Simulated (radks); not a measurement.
Values are calculated unless marked as measured or tabulated.
Species: Sr+. Configuration: [Kr] 5s1 (the NIST ground configuration). Level of theory: Dirac Kohn-Sham, Slater X-alpha with alpha = 0.714, spin-unpolarised, spherical densities, finite nucleus; Fermi nuclear charge, rms radius 4.224 fm (a radial shooting solver on a logarithmic mesh with Libxc functionals). Some entries of the table are withheld. Estimate them.

| orbital | occ. | eigenvalue (eV) | <r^2> (bohr^2) |
|---|---|---|---|
| 1s1/2 | 2 | -15933.00 | 0.002069 |
| 2s1/2 | 2 | -2164.996 | 0.03504 |
| 2p1/2 | 2 | -1973.440 | (1) |
| 2p3/2 | 4 | -1904.931 | (2) |
| 3s1/2 | 2 | -339.8279 | 0.2782 |
| 3p1/2 | 2 | (3) | 0.2818 |
| 3p3/2 | 4 | (4) | 0.2938 |
| 3d3/2 | 4 | -136.2456 | 0.2987 |
| 3d5/2 | 6 | -134.3981 | 0.3031 |
| 4s1/2 | 2 | -46.7434 | 2.077 |
| 4p1/2 | 2 | -29.4061 | 2.717 |
| 4p3/2 | 4 | -28.2089 | 2.839 |
| 5s1/2 | 1 | -7.9588 | 17.08 |

Answer. 
(1) 2p1/2 <r^2> (bohr^2): 0.02667
(2) 2p3/2 <r^2> (bohr^2): 0.02808
(3) 3p1/2 eigenvalue (eV): -270.0122
(4) 3p3/2 eigenvalue (eV): -259.4697
